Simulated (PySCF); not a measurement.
Compound: CH5BO3.
Numbering: `[OH:1][CH2:2][B:3]([OH:4])[OH:5]` (hydrogens: H6 on O1; H7, H8 on C2; H9 on O4; H10 on O5)

Theory: PBE0-D3(BJ)/def2-SVP geometry optimisation, gas phase in PySCF.

(1) Give the optimised bond lengths and angles.

Answers

(1) 
```
        bond  length (pm)
       O1–C2        142.5
       C2–B3        159.7
B3–O4, B3–O5        135.6
       O1–H6         96.3
C2–H7, C2–H8        110.7
       O4–H9         96.0
      O5–H10         97.0
```

Bonds in one row agree within 1 pm and their mean is given. A selection of angles:
```
    angle  degrees
 C2–O1–H6    107.7
 O1–C2–B3    110.8
 O1–C2–H7    106.6
 O1–C2–H8    111.8
 B3–C2–H7    108.9
 B3–C2–H8    113.4
 H7–C2–H8    105.0
 C2–B3–O4    124.4
 C2–B3–O5    116.9
 O4–B3–O5    118.7
 B3–O4–H9    113.1
B3–O5–H10    106.9
```

Torsions: O1–C2–B3–O4 -170° (antiperiplanar); H6–O1–C2–B3 82° (synclinal); H9–O4–B3–C2 2° (synperiplanar); H10–O5–B3–C2 2° (synperiplanar). The mirror-image conformer, all signs reversed, is as good.

B3 (three-coordinate boron) is planar (angles 124.4°, 118.7° and 116.9°, sum 360.0°, 0.01 Å off the plane of its three neighbours). H10 on O5 lies 2.11 Å from O1, 4 bonds away (angle at H 120°; Bondi radii sum to 2.72 Å). Of the pairs four or more bonds apart, those above aside, H6···H10 is among the closest relative to their van der Waals radii: 2.39 Å, 100 % of the sum of Bondi's values. O1 (alcohol oxygen) is bent (angle 107.7°).

No PBE0-D3(BJ)/def2-SVP frequencies stand behind this structure, so it isn't proved a minimum. The numbers are those of one conformer (H–O1–C2–B3 82°, O1–C2–B3–O4 -170°, C2–B3–O4–H 2°, C2–B3–O5–H 2°).
